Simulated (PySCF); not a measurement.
**Which determinant of SiBr lies lowest?**

Unrestricted PBE0; PySCF, no relativity, basis sets Si 6-31G(d,p), Br 6-31G(d,p). Outer shells of the fragments: Si 3s2 3p2; Br 3d10 4s2 4p5.

Followed along the bond (rough minima from three points):

```json
{"2Ms+1": "2", "unpaired": "π ↑", "⟨S²⟩ at the start": "0.75", "R at minimum (Å)": "2.25", "Te (eV)": "0.00"}
{"2Ms+1": "4", "unpaired": "σ ↑, π ↑↑", "⟨S²⟩ at the start": "3.75", "R at minimum (Å)": "2.25", "Te (eV)": "2.74"}
```

Solutions found at the starting distance of 2.230 Å, counted from the lowest of them; the search is not exhaustive and high or unbound solutions are not listed, so other states can lie among these:

| 2Ms+1 | unpaired | term | E (eV) | ⟨S²⟩ | ⟨Lz²⟩ | μ (D) |
| --- | --- | --- | --- | --- | --- | --- |
| 2 | π ↑ | ²Π | 0.00 | 0.75 | 1.01 | -0.95 |
| 4 | σ ↑, π ↑↑ | ⁴Σ⁻ | 2.74 | 3.75 | 0.00 | -0.85 |
| 2 | σ ↑ | ²Σ⁺ | 3.11 | 0.75 | 0.00 | -0.74 |
| 2 | σ ↑, π ↑↓ | mixed | 3.70 | 1.76 | 2.01 | -0.12 |
| 2 | σ ↓, π ↑↑ | mixed | 3.89 | 1.77 | 0.00 | 0.45 |
| 4 | π ↑↑↑ | ⁴Π | 4.55 | 3.76 | 1.00 | 4.27 |
| 4 | σ ↑↑, π ↑ | ⁴Π | 5.70 | 3.76 | 1.00 | -0.50 |
| 4 | σ ↑, π ↑↑ | mixed | 7.06 | 3.75 | 2.01 | 3.80 |
| 4 | σ ↑, π ↑↑ | mixed | 7.27 | 3.75 | 2.01 | 3.71 |

A term symbol is given only where ⟨S²⟩ and ⟨Lz²⟩ are close to those of a pure state; real π, δ and φ orbitals otherwise mix terms. A positive dipole means Si(−)Br(+).

Spin–orbit coupling is left out. Counting both spins, an empty level lies below a filled one in some of these solutions, because spin and occupation are held.
